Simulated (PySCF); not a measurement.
# How methods differ on the excitation energy of F²⁺

F²⁺ [He] 2s2 2p3 (4S) → F²⁺ [He] 2s2 2p2 3s1 (4P), as a difference of total energies. All numbers are calculated (PySCF 2.14, no relativity, point nucleus, in aug-cc-pwCVDZ). Correlated levels: valence: 1s2 frozen; valence and next inner shell: nothing frozen. The calculations carry no spin-orbit coupling.

| method | excitation energy (eV) |
| --- | --- |
| UHF | 39.326 |
| LDA | 39.646 |
| PBE | 39.318 |
| PBE0 | 39.493 |
| r2SCAN | 39.979 |
| revPBE | 39.309 |
| M06-L | 40.501 |
| MN15 | 39.880 |
| PBEsol | 39.450 |
| MP2 (valence) | 39.387 |
| SCS-MP2 (valence) | 39.229 |
| MP2 (valence and next inner shell) | 39.407 |
| SCS-MP2 (valence and next inner shell) | 39.239 |

Problem. How much does correlation contribute at MP2 (valence and next inner shell)?

Solution. 39.407 − (39.326) = 0.081 eV, measured against UHF.

A first-order spin-orbit estimate (lowest level to lowest level, LS coupling) adds -0.041 eV.

The promoted electron is Rydberg-like, and one or two diffuse shells describe it only roughly, which tends to raise the upper state.
